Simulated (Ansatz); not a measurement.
Cost and result for the atomization energy of C$_{3}$H$_{9}$FSi (`C[SiH2]CCF`) (14 atoms, 13 bonds).

```xyz
14

C    -1.101    1.515    0.746
Si   -1.086   -0.270    0.198
C     0.366   -0.687   -0.935
C     1.705   -0.764   -0.243
F     1.974    0.423    0.428
H    -1.968    1.720    1.378
H    -1.146    2.184   -0.116
H    -0.196    1.748    1.309
H    -2.340   -0.580   -0.547
H    -1.026   -1.178    1.380
H     0.162   -1.662   -1.393
H     0.408    0.038   -1.755
H     1.722   -1.567    0.501
H     2.526   -0.922   -0.950
```

Charge 0, multiplicity 1. All single points use the PBE0-D4/def2-TZVP geometry. It is one conformer, not always the lowest. Program: Ansatz. All runs use 4 threads of an Arm Neoverse V2 on a shared host. Times are those of one run each, without the atoms' runs, and a repeat can differ threefold. Electronic energies, without spin–orbit coupling; frozen cores. CCSD(T)/CBS adds CCSD(T) − MP2 in def2-TZVPP to the MP2 limit, and its time is that of the two runs behind it. T1 = 0.010.

CCSD(T)/CBS is a level of theory with its own doubt, some kJ/mol a heavy atom from the limit and from the frozen cores, so smaller differences don't rank the functionals.

```tsv
level	functions	wall time	atomization (kJ/mol)	difference from CCSD(T)/CBS	per bond
LDA (SPW92)/def2-TZVPP	292	1.4 s	5827.5	664.8	51.1
revPBE-D4/def2-TZVPP	292	2.3 s	5116.0	-46.7	-3.6
PBE-D4/def2-TZVPP (with forces)	292	2.8 s	5221.8	59.1	4.5
BHLYP-D4/def2-TZVPP	292	3.3 s	5054.0	-108.7	-8.4
r2SCAN-D4/def2-TZVPP (with forces)	292	5.5 s	5169.5	6.8	0.5
r2SCANh-D4/def2-TZVPP	292	6 s	5148.5	-14.2	-1.1
B2PLYP/def2-TZVPP	292	6.5 s	5107.2	-55.5	-4.3
CCSD(T)/def2-SVP	119	8 s	4921.0	-241.7	-18.6
B97M-V/def2-TZVPP	292	11 s	5170.7	8.0	0.6
ωB97M-V/def2-TZVPP (with forces)	292	12 s	5175.2	12.5	1.0
MP2/def2-QZVPP	568	31 s	5155.3	-7.4	-0.6
CCSD(T)/def2-TZVPP	292	4.8 min	5048.3	-114.4	-8.8
CCSD(T)/CBS(def2)	–	5.3 min	5162.7	0.0	0.0
```

From BLYP to BHLYP (50 % exact exchange), in def2-TZVPP and without D4, the atomization energy moves by −49.1 kJ/mol: exact exchange takes away binding that semilocal exchange gives to molecules. The D4 term adds +41.2 kJ/mol with B3LYP and +21.8 kJ/mol with PBE0; it sums over pairs of atoms, weighted by their polarisabilities, and B3LYP, whose exchange is more repulsive, gets the larger term. Leaving LDA and LC-ωPBE aside and taking each functional with its dispersion term where it has one, the values spread over 167.8 kJ/mol, from BHLYP-D4 to PBE-D4. LDA lies +631.5 kJ/mol from PBE without D4, its usual overbinding.

B3LYP here is the variant with VWN-RPA as its local correlation; programs differ in this.
